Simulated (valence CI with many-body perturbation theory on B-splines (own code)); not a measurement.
Energy levels of Sr XXXIII

Level of theory: valence CI with perturbative core correlation (CI+MBPT): four valence electrons over a frozen Dirac-Fock core [He], radial functions for each j: 9 s, 9 p, 8 d, 6 f, 3 g, 1 h, with the one-electron correlation potential Σ1 (screened to all orders), the two-electron term Σ2, the three-electron term Σ3, Breit, model QED; selected single and double excitations, second order for the rest, scaled by the run's own slope (own B-spline code, finite nucleus).

The last digits are not significant, and no measured levels were compared; by estimate large intervals hold to a few tenths of a per cent, small ones and those within an open d or f shell to about a per cent. Among the levels kept, up to 890 cm⁻¹ of a level comes from second order outside the variational space, and about a tenth of that is noise between levels of different J, which matters for small intervals.

Levels 1 to 45 of 61, with energies above the lowest level, (2s^2 2p1/2^2) J=0. "Leading %" is the weight of the configuration and term that name the level; weights of strongly mixed levels are sums over their largest components and can fall short, so below about 35 % the name and the second component can differ from the true leading terms, or belong to a minority configuration. In the jj column 3d3/2^4 stands for four electrons in 3d with j = 3/2. Lifetimes count E1, E2, E3, M1 and M2 decay at the calculated energies, and are blank where another channel may lead or the interval is too uncertain; long ones can be off by a factor of two.

```csv
No.,Configuration,Term,J,E (eV),Leading %,Lifetime,Leading jj,Second component
1,2s2.2p2,3P,0,0.0,77,,2s^2 2p1/2^2 (98 %),22 % 2s2.2p2 1S
2,2s2.2p2,3P,1,64.1,100,522 ns,2s^2 2p1/2 2p3/2 (100 %),
3,2s2.2p2,1D,2,75.0,53,201 μs,2s^2 2p1/2 2p3/2 (98 %),46 % 2s2.2p2 3P
4,2s2.2p2,3P,2,146.8,53,245 ns,2s^2 2p3/2^2 (97 %),46 % 2s2.2p2 1D
5,2s.2p3,5S°,2,170.5,66,364 ps,2s 2p1/2^2 2p3/2 (79 %),26 % 2s.2p3 3P°
6,2s2.2p2,1S,0,172.4,75,125 ns,2s^2 2p3/2^2 (96 %),22 % 2s2.2p2 3P
7,2s.2p3,3D°,1,215.9,54,11.7 ps,2s 2p1/2^2 2p3/2 (88 %),24 % 2s.2p3 3P°
8,2s.2p3,3D°,2,240.4,60,36.8 ps,2s 2p1/2 2p3/2^2 (83 %),24 % 2s.2p3 5S°
9,2s.2p3,3D°,3,259.5,100,45.6 ps,2s 2p1/2 2p3/2^2 (100 %),
10,2s.2p3,3P°,0,282.2,100,11.8 ps,2s 2p1/2 2p3/2^2 (100 %),
11,2s.2p3,3P°,1,289.0,45,7.93 ps,2s 2p1/2 2p3/2^2 (91 %),32 % 2s.2p3 3D°
12,2s.2p3,1D°,2,297.6,53,7.32 ps,2s 2p1/2 2p3/2^2 (81 %),24 % 2s.2p3 3D°
13,2s.2p3,3S°,1,306.8,42,4.59 ps,2s 2p1/2 2p3/2^2 (89 %),29 % 2s.2p3 1P°
14,2s.2p3,3P°,2,354.6,43,8.76 ps,2s 2p3/2^3 (83 %),43 % 2s.2p3 1D°
15,2s.2p3,1P°,1,389.9,55,3.70 ps,2s 2p3/2^3 (90 %),28 % 2s.2p3 3S°
16,2p4,3P,2,426.5,76,5.81 ps,2p1/2^2 2p3/2^2 (98 %),23 % 2p4 1D
17,2p4,3P,0,453.7,52,4.52 ps,2p1/2^2 2p3/2^2 (94 %),46 % 2p4 1S
18,2p4,3P,1,496.2,99,4.01 ps,2p1/2 2p3/2^3 (99 %),
19,2p4,1D,2,509.0,76,4.95 ps,2p1/2 2p3/2^3 (98 %),23 % 2p4 3P
20,2p4,1S,0,595.5,52,3.17 ps,2p3/2^4 (95 %),47 % 2p4 3P
21,2s2.2p.3s,3P°,0,2277.1,98,92.2 fs,2s^2 2p1/2 3s (98 %),
22,2s2.2p.3s,3P°,1,2279.0,69,72.7 fs,2s^2 2p1/2 3s (98 %),29 % 2s2.2p.3s 1P°
23,2s2.2p.3p,3D,1,2313.0,71,5.59 ps,2s^2 2p1/2 3p1/2 (98 %),24 % 2s2.2p.3p 1P
24,2s2.2p.3p,3P,0,2330.4,73,1.16 ps,2s^2 2p1/2 3p1/2 (95 %),23 % 2s2.2p.3p 1S
25,2s2.2p.3p,3P,1,2339.7,40,1.05 ps,2s^2 2p1/2 3p3/2 (93 %),29 % 2s2.2p.3p 3S
26,2s2.2p.3p,3D,2,2342.0,62,3.40 ps,2s^2 2p1/2 3p3/2 (96 %),22 % 2s2.2p.3p 1D
27,2s2.2p.3s,3P°,2,2353.7,96,69.5 fs,2s^2 2p3/2 3s (96 %),
28,2s2.2p.3s,1P°,1,2358.2,68,57.7 fs,2s^2 2p3/2 3s (97 %),29 % 2s2.2p.3s 3P°
29,2s2.2p.3d,3F°,2,2374.1,74,67.5 fs,2s^2 2p1/2 3d3/2 (98 %),20 % 2s2.2p.3d 1D°
30,2s.2p2.3s,5P,1,2375.9,69,110 fs,2s 2p1/2^2 3s (80 %),15 % 2s.2p2.3s 3S
31,2s2.2p.3d,3D°,1,2386.7,54,7.69 fs,2s^2 2p1/2 3d3/2 (96 %),26 % 2s2.2p.3d 1P°
32,2s2.2p.3d,3P°,2,2387.6,44,11.8 fs,2s^2 2p1/2 3d5/2 (97 %),34 % 2s2.2p.3d 3D°
33,2s2.2p.3d,3F°,3,2388.1,56,14.6 fs,2s^2 2p1/2 3d5/2 (97 %),22 % 2s2.2p.3d 1F°
34,2s.2p2.3s,3P,0,2391.0,80,90.2 fs,2s 2p1/2^2 3s (84 %),16 % 2s.2p2.3s 1S
35,2s2.2p.3p,3P,1,2396.3,53,1.24 ps,2s^2 2p3/2 3p1/2 (92 %),16 % 2s2.2p.3p 3S
36,2s2.2p.3p,3D,2,2399.1,34,1.75 ps,2s^2 2p3/2 3p1/2 (92 %),32 % 2s2.2p.3p 3P
37,2s2.2p.3p,3D,3,2411.4,95,3.37 ps,2s^2 2p3/2 3p3/2 (95 %),
38,2s2.2p.3p,3S,1,2412.2,48,2.89 ps,2s^2 2p3/2 3p3/2 (94 %),43 % 2s2.2p.3p 1P
39,2s.2p2.3p,5D°,0,2412.3,69,422 fs,2s 2p1/2^2 3p1/2 (85 %),28 % 2s.2p2.3p 3P°
40,2s.2p2.3p,5D°,1,2413.5,39,113 fs,2s 2p1/2^2 3p1/2 (82 %),25 % 2s.2p2.3p 3P°
41,2s.2p2.3s,5P,2,2423.1,35,219 fs,2s^2 2p3/2 3p3/2 (52 %),32 % 2s2.2p.3p 1D
42,2s.2p2.3s,5P,2,2427.5,57,188 fs,2s 2p1/2 2p3/2 3s (57 %),23 % 2s2.2p.3p 3P
43,2s.2p2.3p,5D°,2,2438.2,35,614 fs,2s 2p1/2^2 3p3/2 (80 %),32 % 2s.2p2.3p 5P°
44,2s2.2p.3p,1S,0,2438.5,72,702 fs,2s^2 2p3/2 3p3/2 (95 %),24 % 2s2.2p.3p 3P
45,2s.2p2.3s,3P,1,2440.7,78,67.2 fs,2s 2p1/2 2p3/2 3s (92 %),12 % 2s.2p2.3s 5P
```

The ionisation energy to 2s2.2p 2P°_1/2 of the next ion comes out as 4060.2 eV (NIST: 4053 ± 4 eV (semi-empirical)). All 61 levels together are meant to be complete up to 2482.1 eV.
